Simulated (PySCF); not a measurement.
## How methods differ on the ionisation energy of In

In [Kr] 4d10 5s2 5p1 (2P) → In⁺ [Kr] 4d10 5s2 (1S), as a difference of total energies. Computed with PySCF 2.14 in aug-cc-pwCVTZ-DK3, with scalar relativity by spin-free X2C-1e. Correlated levels: valence: [Kr] 4d10 frozen. The calculations carry no spin-orbit coupling.

| method | ionisation energy (eV) |
| --- | --- |
| UHF | 5.219 |
| MP2 (valence) | 5.410 |
| SCS-MP2 (valence) | 5.394 |
| CCSD (valence) | 5.463 |
| CCSD(T) (valence) | 5.486 |

Q: How much does correlation contribute at CCSD(T) (valence)?

A: 5.486 − (5.219) = 0.267 eV, measured against UHF.

Errors of the correlated levels include the incompleteness of this basis and the frozen core.

For comparison: 5.603 eV (measured; NIST levels, between the centres of gravity of the two terms).
